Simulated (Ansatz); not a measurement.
The cluster ZrSe2. Total charge 0; singlet. Geometry PBE-D4/def2-TZVP, that of the neutral singlet.

```xyz
3

Zr    0.7412    0.5377   -0.0627
Se   -1.4860    1.2826    0.1510
Se    0.7449   -1.8203   -0.0883
```

In the def2 sets Zr takes a core potential; there is no spin–orbit coupling. The structure comes from a short search, and lower isomers may exist.

(1) Estimate the orbital energies around the gap (eV) in Ansatz with PBE-D4/def2-TZVP, r2SCAN-D4/def2-TZVP, PBE0-D4/def2-TZVP.

## Answers

(1) 
```csv
orbital,PBE-D4/def2-TZVP,r2SCAN-D4/def2-TZVP,PBE0-D4/def2-TZVP
HOMO−5,-6.73,-6.98,-7.87
HOMO−4,-6.44,-6.71,-7.57
HOMO−3,-6.32,-6.53,-7.35
HOMO−2,-6.21,-6.43,-7.19
HOMO−1,-6.07,-6.28,-7.03
HOMO,-5.17,-5.38,-6.12
LUMO,-4.12,-3.85,-3.37
LUMO+1,-3.50,-3.36,-2.77
LUMO+2,-3.33,-3.19,-2.69
LUMO+3,-2.52,-2.42,-1.80
LUMO+4,-1.99,-1.87,-1.42
LUMO+5,-1.12,-0.91,-0.47
β HOMO,-5.17,-5.38,-6.12
β LUMO,-4.12,-3.85,-3.37
```
